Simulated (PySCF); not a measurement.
Isomers of C5H15NOSi, one GFN2-xTB conformer each. Single-point energies are computed at PBE0/pcSseg-1 (PySCF, gas phase, no added dispersion term), electronic only.

| SMILES | GFN2-xTB relative energy (kJ/mol) |
| --- | --- |
| CO[SiH2]CCN(C)C | 118.3 |
| CO[SiH2]NC(C)(C)C | 0.0 |
| CC(C)O[SiH2]N(C)C | 1.0 |

Conformers: `[CH3:1][O:2][SiH2:3][CH2:4][CH2:5][N:6]([CH3:7])[CH3:8]` with C1–O2–Si3–C4 -61°, O2–Si3–C4–C5 175°, Si3–C4–C5–N6 38°, C4–C5–N6–C7 78°; `[CH3:1][O:2][SiH2:3][NH:4][C:5]([CH3:6])([CH3:7])[CH3:8]` with C1–O2–Si3–N4 -63°, O2–Si3–N4–C5 -167°; `[CH3:1][CH:2]([CH3:3])[O:4][SiH2:5][N:6]([CH3:7])[CH3:8]` with C1–C2–O4–Si5 -53°, C2–O4–Si5–N6 -174°, O4–Si5–N6–C7 39°.

Question: What does PBE0/pcSseg-1 give for the same structures?

Answer: 
```csv
SMILES,PBE0/pcSseg-1 E (Eh),PBE0/pcSseg-1 (kJ/mol),GFN2-xTB (kJ/mol),point group
CO[SiH2]NC(C)(C)C,-618.51493,0.0,0.0,C1
CC(C)O[SiH2]N(C)C,-618.50899,15.6,1.0,C1
CO[SiH2]CCN(C)C,-618.47697,99.7,118.3,C1
```

Both levels put the same isomer lowest; measured from each level's own lowest isomer, the values differ by up to 18.6 kJ/mol (CO[SiH2]CCN(C)C: 118.3 against 99.7). As drawn, the lowest has an N–H bond, which the highest lacks; the highest has an Si–C bond, which the lowest lacks.

Question: Which frontier levels, dipoles and rotational constants go with these structures?

Answer: 
```
           SMILES  HOMO (eV, PBE0/pcSseg-1)  LUMO (eV)  dipole (D)       A, B, C (MHz)
CO[SiH2]NC(C)(C)C                     -6.66       0.87        1.70  3167, 851.5, 805.6
CC(C)O[SiH2]N(C)C                     -6.16       0.99        0.68  3550, 859.4, 729.8
  CO[SiH2]CCN(C)C                     -6.45       1.25        2.03  3936, 742.0, 728.8
```

Question: As an exercise, what shares would exp(−E/RT) give at 500 K from these electronic energies alone (no entropy, no degeneracies)?

Answer: RT = 4.157 kJ/mol: CO[SiH2]NC(C)(C)C 97.7 %, CC(C)O[SiH2]N(C)C 2.3 %, CO[SiH2]CCN(C)C under 0.1 %.
